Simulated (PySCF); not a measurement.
Write Cartesian coordinates for `C(=C)[C@@H](C)[TeH]` as optimised with PBE0-D3(BJ)/def2-SVP.

```xyz
13
C4H8Te angstrom
C     -1.7706   -1.3922    0.1746
C     -0.9583   -0.4058   -0.2126
C      0.2144    0.0898    0.5578
C      1.5151    0.0481   -0.2268
Te    -0.1880    2.1237    1.3055
H     -1.6324   -1.9042    1.1326
H     -2.6095   -1.7147   -0.4468
H     -1.1315    0.0827   -1.1806
H      0.3120   -0.4780    1.4973
H      2.3578    0.4309    0.3661
H      1.4465    0.6504   -1.1462
H      1.7376   -0.9905   -0.5245
H     -0.1483    2.7622   -0.2331
```

Any rigid rotation of these coordinates is as good. Atoms count from 1 in this order. The 3 C–C bonds span 1.335 Å (C1=C2, drawn double) to 1.520 Å (C3–C4, drawn single), a spread of 0.185 Å. Of the pairs four or more bonds apart, H6···H9 is among the closest relative to their van der Waals radii: 2.44 Å, 102 % of the sum of Bondi's values.

Bonds between heavy atoms (Å): C1=C2 1.335, C2–C3 1.488, C3–C4 1.520, C3–Te5 2.204.

Method used: PBE0-D3(BJ)/def2-SVP geometry optimisation, gas phase, def2 core potentials past Kr in PySCF 2.14.0.

Point group: C1 (no symmetry element, even within 0.4 Å). No PBE0-D3(BJ)/def2-SVP frequencies stand behind this structure, so it isn't proved a minimum. The numbers are those of one conformer (C1–C2–C3–C4 124°, C2–C3–Te5–H -69°).
